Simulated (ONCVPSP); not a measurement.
## What one change does to a pseudopotential (Cu (Z = 29), ONCV)

copper (Cu), optimised norm-conserving Vanderbilt (ONCV), made with ONCVPSP 4.0.1 (PBE, scalar-relativistic). Core [Ne], reference 3s2 3p6 3d10 4s1. Waves: 3s+4s: rc 1.05 bohr, ncon 4, nbas 8, qcut 9.4 1/bohr, 2 projectors; 3p: rc 0.90 bohr, ncon 4, nbas 8, qcut 12.3 1/bohr, 2 projectors, debl 0.4 Ha; 3d: rc 1.50 bohr, ncon 4, nbas 9, qcut 10 1/bohr, 1 projector. Local part: polynomial inside 0.70 bohr (lpopt 4, dvloc0 0 Ha). Core correction: Teter function fitted to the true core (icmod 2), fcfact 0.75.

In the p channel the program set the typed energies aside and used -2.651, 0.250 Ha.

All-electron outer shells of the reference configuration (PBE, scalar-relativistic, ld1.x):

```tsv
shell	level (eV)	outermost node (bohr)	outermost maximum (bohr)
2p	-916.98	–	0.16
3s	-114.70	0.29	0.61
3p	-72.14	0.26	0.62
3d	-5.04	–	0.60
4s	-4.61	0.89	2.27
```

Change: p: rc 0.74.

Cutoffs: the cutoffs (Ha) at which the residual kinetic energy of the hardest occupied pseudo-wave falls to 1 and 0.1 mHa per electron; they do not see the model core or the augmentation charge, which bear on the density cutoff. Errors are all-electron minus pseudo energies relative to the spin-unpolarised reference configuration.

Question: How do hardness, ghosts and transferability respond?

Answer: The potential gets harder (43 Ha and 93 Ha → 69 Ha and 301 Ha); the errors of the 3 common tests hardly move; neither file shows a bound ghost. A smaller radius makes the pseudo-wave follow the all-electron one further in, where it bends more sharply, so more plane waves are needed.

| quantity | base | changed |
| --- | --- | --- |
| cutoff, loose | 43 Ha | 69 Ha |
| cutoff, tight | 93 Ha | 301 Ha |
| loose cutoff by channel | s 39 Ha, p 43 Ha, d 42 Ha | s 39 Ha, p 69 Ha, d 42 Ha |
| bound ghosts | none | none |
| GHOST(+) flags under 300 eV | none | none |
| tests with a reliable result | 3 of 4 | 3 of 4 |
| error for 3s2 3p6 3d10 4s0, meV [ΔE 8.15 eV] | +7.0 | +7.0 |
| error for 3s2 3p6 3d9 4s0, meV [ΔE 29.48 eV] | -20 | -20 |
| error for 3s2 3p6 3d9 4s2, meV [ΔE 1.97 eV] | +18 | +18 |
| s: phases at 1.06 bohr within 0.05 rad from the reference energy up to (Ha; the scan ends near 5) | to the end of the scan | to the end of the scan |
| d: phases at 1.52 bohr within 0.05 rad from the reference energy up to (Ha; the scan ends near 5) | 1.1 | 1.1 |
| rms error of d²Exc/dni dnj with the model core, mHa | 0.90 | 0.93 |
